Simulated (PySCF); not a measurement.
**S²⁺ (sulfur, charge +2) across methods**

[Ne] 3s2 3p1 3d1, one real determinant (an excited configuration). All numbers are calculated (PySCF 2.14, the spin-free X2C one-electron Hamiltonian (Gaussian nucleus), in x2c-TZVPPall with one added diffuse shell each of s, p, d type (6s6p4d1f, 51 functions)).

```
method  E (hartree)  mean ε 3s β (eV)  mean ε 3p α (eV)  mean ε 3d α (eV)  Σ⟨r²⟩ (bohr²)   ⟨S²⟩
 B3LYP    -397.4205           -40.922           -31.602           -16.052          17.51  2.001
r2SCAN    -397.3563           -39.787           -30.821           -15.502          17.41  2.002
   PBE    -397.2427           -39.529           -30.365           -15.491          17.39  2.001
   LDA    -396.0036           -39.713           -30.300           -15.298          17.41  2.000
   UHF   -396.79743           -44.336           -36.428           -17.610          18.36  2.007
  PW91    -397.3990           -39.602           -30.432           -15.539          17.36  2.001
M06-2X    -397.3845           -42.712           -33.275           -16.791          17.68  2.002
 TPSSh    -397.4114           -40.123           -31.253           -15.769          17.39  2.002
  PBE0    -397.2553           -41.046           -32.017           -16.212          17.51  2.002
```

⟨L²⟩ = 8.00 against 12 for a pure F term, so this real determinant mixes terms. The outer electron is Rydberg-like, and this basis confines it to a smaller radius and binds it less than a complete one would.
